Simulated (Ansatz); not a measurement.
Calculated with Ansatz (gas phase, PBE0-D4/def2-TZVP geometries, no zero-point term in ΔE). CBS: MP2 limit from def2 TZ/QZ plus the TZ coupled-cluster correction, frozen cores. This one scheme is used for every species. DFT in def2-TZVPP. One conformer a species, not always the lowest.

Reaction (cleavage of the B–Si bond): `C[SiH2]B(F)F` + `N[SiH3]` → `FB(F)N[SiH3]` + `C[SiH3]`

Problem. Is it downhill or uphill in electronic energy at CCSD(T)/CBS, and by how much? (Estimate.)

Solution. Ansatz gave: Downhill: ΔE = -136.4 kJ/mol.

Problem. What do these levels give: B2PLYP, PBE, r2SCAN, HF/def2-QZVPP, HF/CBS(def2), CCSD/CBS(def2)? (An estimate is asked.)

Solution. The calculation gave: B2PLYP -139.3, PBE -123.0, r2SCAN -136.9, HF/def2-QZVPP -154.4, HF/CBS(def2) -154.4, CCSD/CBS(def2) -138.7 kJ/mol.

Largest T1 diagnostic among the species: 0.013.

In def2-TZVPP, CCSD(T) changes the Hartree–Fock value by +15.8 kJ/mol (the triples alone add +2.3 kJ/mol) and MP2 by +11.4 kJ/mol. From PBE to PBE0 (25 % exact exchange), in def2-TZVPP and without D4, ΔE moves by −8.2 kJ/mol.
